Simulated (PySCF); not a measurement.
## `c1(C)cc2[nH]ccc2s1`, C7H7NS

Geometry:
```csv
atom,x (Å),y (Å),z (Å)
C1,3.001,0.173,-0.306
C2,1.516,0.123,-0.235
C3,0.741,-0.333,0.784
C4,-0.634,-0.218,0.479
N5,-1.834,-0.489,1.061
C6,-2.829,-0.122,0.196
C7,-2.286,0.389,-0.955
C8,-0.892,0.329,-0.777
S9,0.580,0.709,-1.601
H10,3.365,-0.414,-1.149
H11,3.433,-0.222,0.611
H12,3.345,1.198,-0.443
H13,1.139,-0.729,1.701
H14,-1.974,-0.890,1.973
H15,-3.860,-0.251,0.459
H16,-2.818,0.756,-1.808
```

Method used: PySCF, GIAO PBE0/pcSseg-1 magnetisability, rotational g tensor and spin-rotation constants, non-relativistic, gas phase. Geometry: GFN2-xTB.

(1) Give the nuclear spin-rotation constants along the inertial axes (H = +C I·J) beside the isotropic shieldings.

Answers

(1) Rotational constants 3.5847, 1.1348, 0.8665 GHz. A star marks the isotopologue with that one atom substituted, in its own axes.
| atom | isotope | Caa (kHz) | Cbb (kHz) | Ccc (kHz) | mean (kHz) | σ (ppm) |
| --- | --- | --- | --- | --- | --- | --- |
| N5 | 14N | 0.355 | 0.140 | 0.045 | 0.180 | 117.8 |
| H10 | 1H | -0.274 | -0.094 | -0.011 | -0.126 | 28.9 |
| H11 | 1H | -0.341 | 0.031 | -0.096 | -0.136 | 29.3 |
| H12 | 1H | -0.274 | -0.094 | -0.011 | -0.126 | 28.9 |
| H13 | 1H | -0.308 | 0.101 | -0.096 | -0.101 | 25.1 |
| H14 | 1H | -0.303 | 0.075 | -0.091 | -0.106 | 24.2 |
| H15 | 1H | 0.349 | -0.115 | -0.089 | 0.048 | 25.0 |
| H16 | 1H | -0.277 | 0.089 | -0.092 | -0.093 | 25.1 |
| C1 | 13C* | 0.456 | 0.176 | 0.128 | 0.253 | 167.1 |
| C2 | 13C* | 1.621 | 0.428 | 0.169 | 0.739 | 37.7 |
| C3 | 13C* | 1.222 | 0.415 | 0.127 | 0.588 | 74.8 |
| C4 | 13C* | 1.540 | 0.401 | 0.172 | 0.704 | 47.2 |
| C6 | 13C* | 1.464 | 0.359 | 0.148 | 0.657 | 65.0 |
| C7 | 13C* | 1.202 | 0.425 | 0.103 | 0.577 | 80.1 |
| C8 | 13C* | 1.531 | 0.397 | 0.153 | 0.694 | 53.7 |
| S9 | 33S* | 1.183 | 0.404 | 0.244 | 0.611 | 356.9 |

For the geometry as given, no vibrational averaging.
